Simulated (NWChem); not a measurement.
Molecule: C$_{2}$H$_{4}$AlCl; SMILES C=[CH][AlH][Cl]

```xyz
8

Al    -0.9338     0.0640     0.0000
H     -2.4398     0.5392     0.0000
Cl     0.5614     1.5586     0.0000
C     -0.3234    -1.7735     0.0000
C      0.9834    -2.0852     0.0000
H     -1.0353    -2.6115     0.0000
H      1.3434    -3.1222     0.0000
H      1.7622    -1.3125     0.0000
```
Atoms are numbered in this order, from 1.

All runs use the structure optimised with PBE0/def2-SVP.

Q: Give the principal values of the shielding tensors (ppm) of Al1, Cl3, C4, C5 from PBE0/pcSseg-1, GIAO (NWChem), with their diamagnetic and paramagnetic parts as GIAO splits them.

A: 
```json
[
 {"atom": "Al1", "σ11": "298.3", "σ22": "349.1", "σ33": "401.2", "isotropic": "349.5", "diamagnetic": "795.6", "paramagnetic": "-446.1"},
 {"atom": "Cl3", "σ11": "708.9", "σ22": "998.7", "σ33": "1044.5", "isotropic": "917.4", "diamagnetic": "1148.8", "paramagnetic": "-231.5"},
 {"atom": "C4", "σ11": "-81.3", "σ22": "23.0", "σ33": "175.5", "isotropic": "39.1", "diamagnetic": "256.8", "paramagnetic": "-217.7"},
 {"atom": "C5", "σ11": "-107.1", "σ22": "22.1", "σ33": "164.6", "isotropic": "26.5", "diamagnetic": "256.1", "paramagnetic": "-229.5"}
]
```
